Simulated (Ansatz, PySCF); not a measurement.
Molecule: sum formula GeSiH₃, charge 0, multiplicity 2. It need not be the lowest isomer of its formula. 
Geometry from a B3LYP-D3(BJ)/def2-TZVP (Ansatz, a quantum-chemistry and plane-wave program) optimisation:
SMILES: [GeH]=[SiH2]
```xyz
5

Si    -1.4385    -0.2476     0.5474
Ge     0.7349     0.1145    -0.3268
H     -1.9609    -0.0362     1.9251
H     -2.5724    -0.7616    -0.2676
H      1.1542     0.6019     1.1377
```
Charge 0, spin multiplicity 2.

Total electronic energies in hartree. Cores are frozen in the correlated levels unless marked. Open shells are spin-unrestricted. Spin-orbit coupling is left out. The frozen core is the preceding noble-gas configuration, with the filled d and f shells of earlier blocks. Non-relativistic. CBS(X,Y): correlation extrapolated as X^-3; Hartree-Fock from the larger set. The bracket is a focal-point correction in the basis named.

```csv
level,program,energy (Eh)
HF/STO-3G,Ansatz,-2338.97711
HF-D4/def2-TZVPD,PySCF + dftd4,-2365.99949
BLYP-D3(BJ)/def2-TZVPD,Ansatz + dftd3,-2368.29811
BP86-D3(BJ)/def2-TZVPD,PySCF + dftd3,-2368.54028
MN15/def2-TZVPD,PySCF,[?]
wB97M-V/def2-TZVPD,Ansatz,[?]
wB97X-V/def2-TZVPD,Ansatz,-2367.98396
SCS-MP2/def2-SVPD,Ansatz,-2365.80648
SCS-MP2/def2-TZVPPD,Ansatz,-2366.20716
CCSD(T)/STO-3G,Ansatz,-2339.07346
CCSD(T)/6-31G,Ansatz,-2365.70288
CCSD(T)/def2-SVP,Ansatz,-2365.83308
CCSD(T)/def2-TZVPP,Ansatz,-2366.24274
"RI-MP2/CBS(def2-TZVPP,def2-QZVPP)+[CCSD(T)-MP2]/def2-TZVPP",Ansatz,-2366.3180
"RI-MP2/CBS(def2-TZVPPD,def2-QZVPPD)+[CCSD(T)-MP2]/def2-TZVPPD",Ansatz,-2366.3179
```

What belongs in the gaps?


- MN15/def2-TZVPD, energy (Eh): -2368.42435
- wB97M-V/def2-TZVPD, energy (Eh): -2368.08105
